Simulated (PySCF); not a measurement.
**Kr¹⁹⁺: ionisation energy**

Kr¹⁹⁺ [Ne] 3s2 3p5 [3p1/2^2 3p3/2^3, M_J = 3/2] → Kr²⁰⁺ [Ne] 3s2 3p4 [3p1/2^2 3p3/2^2, M_J = 2], as a difference of total energies. Computed with PySCF 2.14 in an even-tempered Gaussian basis (19 s from 2.1 bohr⁻², ratio 2.4; 14 p from 2.7 bohr⁻², ratio 2.4; 5 d from 13 bohr⁻², ratio 2.6; 4 f from 19 bohr⁻², ratio 2.6), with the two-component X2C-1e Hamiltonian. Correlated levels: 1s2 frozen; the 56 highest virtual spinors dropped. "Screened" scales the spin-orbit matrix elements by Boettger's factors to mimic the two-electron term; Breit and QED terms are absent.

| method | ionisation energy (eV) |
| --- | --- |
| GHF (spin-free) | 833.80 |
| GMP2 (spin-free) | 834.70 |
| GHF (screened spin-orbit) | 831.44 |
| GMP2 (screened spin-orbit) | 832.33 |

Problem. How much does correlation contribute at GMP2 (screened spin-orbit)?

Solution. 832.33 − (831.44) = 0.89 eV, measured against GHF (screened spin-orbit).

Breit and QED terms and the two-electron picture change are absent.

The spin-free rows relax to the high-spin LS determinant and lack the spin-orbit shift.

The labels give the starting determinants; with spin-orbit coupling the two ends relaxed to ⟨J²⟩ = 3.75, ⟨L²⟩ = 2.00, ⟨S²⟩ = 0.75 and ⟨J²⟩ = 6.00, ⟨L²⟩ = 2.64, ⟨S²⟩ = 1.68.

For comparison: 831.6 ± 0.9 eV (semi-empirical (NIST evaluation); NIST Atomic Spectra Database, ionization energies).
